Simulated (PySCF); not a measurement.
Choosing a molecule for a target property.

Each SMILES stands for a single optimised conformer of the isolated species, non-relativistic unless stated. Electronic properties by PySCF.

Dipoles, sizes and rotational constants follow the conformer. The torsions of the flexible species, by atom-mapped SMILES:
- `[CH3:1][SiH2:2][Si@H:3]([SiH3:4])[SiH2:5][OH:6]`: C1–Si2–Si3–Si4 -47°, Si2–Si3–Si5–O6 65°, H–O6–Si5–Si3 180°
- `[CH2:1]=[C:2]([CH2:3][F:4])[O:5][CH2:6][F:7]`: C1–C2–C3–F4 17°, C1–C2–O5–C6 -8°, C2–O5–C6–F7 72°
- `[CH2:1]=[C:2]([O:3][CH3:4])[CH:5]([F:6])[F:7]`: C1–C2–O3–C4 0°, C1–C2–C5–F6 59°
- `[CH3:1][C@@H:2]([F:3])[C@@H:4]([F:5])[CH:6]=[O:7]`: C1–C2–C4–F5 -44°, C2–C4–C6–O7 47°

The conformers of `F[C@@H]1CC[C@@H](F)O1` aren't listed.

Question: Wanted: electronic spatial extent ⟨r²⟩ about the centre of nuclear charge between 760 bohr² and 1400 bohr² (B3LYP/def2-SVPD) and smallest rotational constant below 1.4 GHz (GFN2-xTB), at GFN2-xTB geometries. Which candidate meets both?
A. `CC1[C@@H](F)O[C@@H]1F`
B. `C[SiH2][Si@H]([SiH3])[SiH2]O`
C. `O(CF)C(CF)=C`
D. `Cl[SiH2]Cl`
E. `C=C(C(F)F)OC`

Answer: C. Computed values:
| species | electronic spatial extent ⟨r²⟩ about the centre of nuclear charge | smallest rotational constant |
| --- | --- | --- |
| Cl[SiH2]Cl | 492 bohr² | 2.290 GHz |
| CC1[C@@H](F)O[C@@H]1F | 703 bohr² | 1.676 GHz |
| C=C(C(F)F)OC | 823 bohr² | 1.539 GHz |
| O(CF)C(CF)=C | 906 bohr² | 1.197 GHz |
| C[SiH2][Si@H]([SiH3])[SiH2]O | 1847 bohr² | 0.667 GHz |

Question: Wanted: HOMO–LUMO gap below 6.9 eV (B3LYP/def2-SVPD) and static isotropic polarisability below 100 au (B3LYP/def2-SVPD), at GFN2-xTB geometries. Which candidate meets both?
A. `C(F)OC(=C)CF`
B. `C[SiH2][Si@H]([SiH3])[SiH2]O`
C. `C[C@@H](F)[C@@H](F)C=O`
D. `CC1[C@@H](F)O[C@@H]1F`

Answer: C. Computed values:
```csv
species,HOMO–LUMO gap,static isotropic polarisability
C[C@@H](F)[C@@H](F)C=O,6.02 eV,53.4 au
C[SiH2][Si@H]([SiH3])[SiH2]O,6.78 eV,136.5 au
C(F)OC(=C)CF,7.05 eV,56.1 au
CC1[C@@H](F)O[C@@H]1F,8.90 eV,51.9 au
```

Question: Wanted: lowest singlet excitation above 7.8 eV (TDDFT B3LYP/def2-SVPD) and HOMO energy below -9 eV (B3LYP/def2-SVPD), at GFN2-xTB geometries. Which candidate meets both?
A. `Cl[SiH2]Cl`
B. `C=C(CF)OCF`
C. `C[C@@H](F)[C@@H](F)C=O`
D. `CC1[C@@H](F)O[C@@H]1F`
E. `F[C@@H]1CC[C@@H](F)O1`
F. `C=C(OC)C(F)F`
G. `C[SiH2][Si@H]([SiH3])[SiH2]O`

Answer: E. Computed values:
```csv
species,lowest singlet excitation,HOMO energy
C[C@@H](F)[C@@H](F)C=O,4.17 eV,-8.00 eV
C[SiH2][Si@H]([SiH3])[SiH2]O,5.93 eV,-7.70 eV
C=C(OC)C(F)F,6.45 eV,-7.05 eV
C=C(CF)OCF,6.59 eV,-7.19 eV
Cl[SiH2]Cl,7.49 eV,-8.92 eV
CC1[C@@H](F)O[C@@H]1F,8.02 eV,-8.61 eV
F[C@@H]1CC[C@@H](F)O1,8.60 eV,-9.15 eV
```

Question: Wanted: dipole moment below 1.1 D (B3LYP/def2-SVPD) and lowest triplet excitation (Tamm–Dancoff) above 4 eV (TDA B3LYP/def2-SVPD), at GFN2-xTB geometries. Which candidate meets both?
A. `C[SiH2][Si@H]([SiH3])[SiH2]O`
B. `C=C(OC)C(F)F`
C. `CC1[C@@H](F)O[C@@H]1F`
D. `C=C(CF)OCF`
E. `C[C@@H](F)[C@@H](F)C=O`
F. `Cl[SiH2]Cl`

Answer: A. Computed values:
| species | dipole moment | lowest triplet excitation (Tamm–Dancoff) |
| --- | --- | --- |
| C[SiH2][Si@H]([SiH3])[SiH2]O | 0.71 D | 5.37 eV |
| C[C@@H](F)[C@@H](F)C=O | 0.98 D | 3.57 eV |
| Cl[SiH2]Cl | 1.16 D | 7.19 eV |
| C=C(CF)OCF | 1.64 D | 4.48 eV |
| CC1[C@@H](F)O[C@@H]1F | 2.44 D | 7.83 eV |
| C=C(OC)C(F)F | 3.07 D | 4.16 eV |
